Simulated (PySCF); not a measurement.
## A search over the determinants of InP⁻

Unrestricted PBE0; In def2-TZVPPD with ECP28, P def2-TZVPPD; scalar-relativistic core potentials (PySCF 2.14). Outer shells of the fragments: In 4d10 5s2 5p1; P− 3s2 3p4.

Followed along the bond (rough minima from three points):

| 2Ms+1 | unpaired | ⟨S²⟩ at the start | R at minimum (Å) | Te (eV) |
| --- | --- | --- | --- | --- |
| 2 | π ↑ | 0.76 | 2.45 | 0.00 |
| 2 | σ ↑ | 0.77 | 2.32 | 0.08 |

Solutions found at the starting distance of 2.555 Å, counted from the lowest of them; the search is not exhaustive and high or unbound solutions are not listed, so other states can lie among these:

| 2Ms+1 | unpaired | term | E (eV) | ⟨S²⟩ | ⟨Lz²⟩ | μ (D) |
| --- | --- | --- | --- | --- | --- | --- |
| 2 | π ↑ | ²Π | 0.00 | 0.76 | 1.03 | -4.75 |
| 2 | σ ↑ | ²Σ⁺ | 0.28 | 0.77 | 0.00 | -6.35 |

A term symbol is given only where ⟨S²⟩ and ⟨Lz²⟩ are close to those of a pure state; real π, δ and φ orbitals otherwise mix terms. A positive dipole points towards P; it is taken about the centre of mass and depends on that origin.

Question: Compare the gap between the two lowest followed solutions at the starting distance with the gap between their minima.

Answer: At PBE0 the second solution (doublet, unpaired electrons σ ↑) lies +0.28 eV from the first (doublet, unpaired electrons π ↑) at 2.555 Å and +0.08 eV at the minima; the two curves relax by different amounts, since their minima lie near 2.32 and 2.45 Å.

Spin–orbit coupling is left out.
